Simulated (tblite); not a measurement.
Compound: C6H3BrNS (doublet state).
Cartesian coordinates in Å at the GFN2-xTB level; atoms count from 1:
```xyz
12
C6H3BrNS angstrom
Br     4.2945   -0.0220   -0.3219
C      2.4323    0.0066   -0.1709
C      1.5281   -0.8755   -0.5866
C      0.2028   -0.5362   -0.3228
N     -1.0526   -1.0187   -0.4969
C     -1.9342   -0.1372    0.0571
C     -1.2597    0.9273    0.6025
C      0.1024    0.6895    0.3622
S      1.6566    1.3979    0.6732
H     -1.2927   -1.8780   -0.9616
H     -2.9895   -0.3231    0.0307
H     -1.6866    1.7688    1.1091
```

Computed with GFN2-xTB (tblite): harmonic, unscaled wavenumbers at the GFN2-xTB geometry, gas phase. This tight-binding method is rough: wavenumbers can miss measured ones by several per cent, in bad cases by 10 to 20. Open shells enter through the occupations alone, without spin polarisation, and single modes of such species can be off by tens of per cent. The optimisation stopped once no atom felt more than 0.01 eV/Å.

Lowest wavenumbers of the output (negative numbers stand for imaginary wavenumbers):
```
mode    cm-1
  1     -72.6
  2     111.2
  3     154.2
  4     253.2
  5     263.1
  6     298.8
  7     392.7
  8     490.4
  9     523.1
 10     569.8
```

**Question.** Is this structure a minimum?

**Answer.** No. 1 mode is imaginary beyond 20i (73i cm⁻¹), so at this level the point lies at or near a first-order saddle.

**Question.** Which atoms move in the imaginary mode?

**Answer.** 73i: C8 (carbon bonded to 2 C and S) 33 %, C3 (carbon bonded to 2 C) 32 %, S9 (sulfur bonded to 2 C) 21 %. These are shares of the mass-weighted motion.

**Question.** What is the remedy?

**Answer.** Step along that mode in both directions, optimise again with tighter thresholds and repeat the frequencies. The zero-point energy of this point (44.3 kcal/mol) counts the 29 real modes alone, and thermal corrections from it aren't those of a minimum.

The run took 0.49 s on Arm Neoverse V1, one thread, on a shared host. The figure is for the frequency step alone.
